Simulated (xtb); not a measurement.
H2Be, charge +1, doublet, from a rough starting geometry (GFN-xTB shapes and energies of metal compounds can be far from the true ones) (a state made from the parent by changing its charge; the spin is typed, not shown lowest); GFN2-xTB in xtb.

xtb was given this input:
```
$ xtb mol.xyz --gfn 2 --chrg 1 --uhf 1 --opt vtight --json

# file mol.xyz
3

Be     0.00026797    -0.00156426     0.03619902
H      0.51823149    -0.70726887     0.88276727
H     -0.53690412     0.66861380    -0.94423706
```

The log (banner, timings and long lists left out):

```
   ID    Z sym.   atoms
    1    4 Be     1
    2    1 H      2, 3

           -------------------------------------------------
          |                Calculation Setup                |
           -------------------------------------------------

           -------------------------------------------------
          |                 G F N 2 - x T B                 |
           -------------------------------------------------

          ...................................................
          :                      SETUP                      :
          :.................................................:
          :  # basis functions                   6          :
          :  # atomic orbitals                   6          :
          :  # shells                            4          :
          :  # electrons                         3          :
          :  max. iterations                   250          :
          :  Hamiltonian                  GFN2-xTB          :
          :  restarted?                      false          :
          :  GBSA solvation                  false          :
          :  PC potential                    false          :
          :  electronic temp.          300.0000000     K    :
          :  accuracy                    1.0000000          :
          :  -> integral cutoff          0.2500000E+02      :
          :  -> integral neglect         0.1000000E-07      :
          :  -> SCF convergence          0.1000000E-05 Eh   :
          :  -> wf. convergence          0.1000000E-03 e    :
          :  Broyden damping             0.4000000          :
          :  net charge                          1          :
          :  unpaired electrons                  1          :
          ...................................................

 iter      E             dE          RMSdq      gap      omega  full diag
   1      0.0349475  0.349475E-01  0.294E+01    0.00       0.0  T
   2     -0.8043467 -0.839294E+00  0.740E+00    9.38       1.0  T
   3     -1.1352146 -0.330868E+00  0.100E+01    3.61       1.0  T
   4     -1.1364849 -0.127035E-02  0.925E+00    3.58       1.0  T
   5     -1.1437405 -0.725557E-02  0.460E+00    4.08       1.0  T
   6     -1.1204315  0.233090E-01  0.842E+00    4.00       1.0  T
   7     -1.1192246  0.120686E-02  0.866E+00    4.06       1.0  T
   8     -1.1185855  0.639158E-03  0.960E+00    3.93       1.0  T
   9     -1.1437088 -0.251233E-01  0.345E+00    4.60       1.0  T
[...]
         :: total energy              -1.125764071525 Eh    ::
 * total energy  :    -1.1257641 Eh     change       -0.2220446E-14 Eh
 * total energy  :    -1.1284602 Eh     change       -0.2696147E-02 Eh
 * total energy  :    -1.1295987 Eh     change       -0.1138486E-02 Eh
 * total energy  :    -1.1297435 Eh     change       -0.1448316E-03 Eh
 * total energy  :    -1.1297707 Eh     change       -0.2711597E-04 Eh
 * total energy  :    -1.1297841 Eh     change       -0.1342827E-04 Eh
 * total energy  :    -1.1297943 Eh     change       -0.1024523E-04 Eh
 * total energy  :    -1.1297945 Eh     change       -0.1305391E-06 Eh
 * total energy  :    -1.1297945 Eh     change       -0.5059454E-08 Eh
   *** GEOMETRY OPTIMIZATION CONVERGED AFTER 9 ITERATIONS ***
         :: total energy              -1.129794460804 Eh    ::
[...]
         2        1.4941           -0.7559953             -20.5717 (HOMO)
         3                         -0.5844647             -15.9041 (LUMO)
         4                         -0.5844647             -15.9041
         5                         -0.2036169              -5.5407
         6                          0.4178415              11.3700
      -------------------------------------------------------------
                  HL-Gap            0.1715306 Eh            4.6676 eV
             Fermi-level           -0.7131239 Eh          -19.4051 eV

     #   Z          covCN         q      C6AA      α(0)
     1   4 Be       1.742     0.539    13.643     8.590
     2   1 H        0.871     0.231     0.961     1.535
     3   1 H        0.871     0.231     0.961     1.535

 Mol. C6AA /au·bohr⁶  :         30.259215
 Mol. C8AA /au·bohr⁸  :        950.738681
 Mol. α(0) /au        :         11.660400

Wiberg/Mayer (AO) data.
largest (>0.10) Wiberg bond orders for each atom

 ---------------------------------------------------------------------------
     #   Z sym  total        # sym  WBO       # sym  WBO       # sym  WBO
 ---------------------------------------------------------------------------
     1   4 Be   1.249 --     3 H    0.625     2 H    0.625
     2   1 H    0.625 --     1 Be   0.625
     3   1 H    0.625 --     1 Be   0.625
 ---------------------------------------------------------------------------

Topologies differ in total number of bonds
Writing topology from bond orders to xtbtopo.mol

molecular dipole:
                 x           y           z       tot (Debye)
 q only:       -0.012      -0.025      -0.016
   full:       -0.011      -0.026      -0.016       0.082
molecular quadrupole (traceless):
                xx          xy          yy          xz          yz          zz
 q only:       -0.724      -1.049      -0.160       1.394      -1.817       0.884
  q+dip:       -1.055      -1.529      -0.233       2.031      -2.647       1.288
   full:       -0.075      -0.108      -0.016       0.145      -0.188       0.092

optimized geometry written to: xtbopt.xyz

           -------------------------------------------------
          | TOTAL ENERGY               -1.129794460804 Eh   |
          | GRADIENT NORM               0.000018741006 Eh/α |
          | HOMO-LUMO GAP               4.667584180356 eV   |
           -------------------------------------------------

normal termination of xtb
```
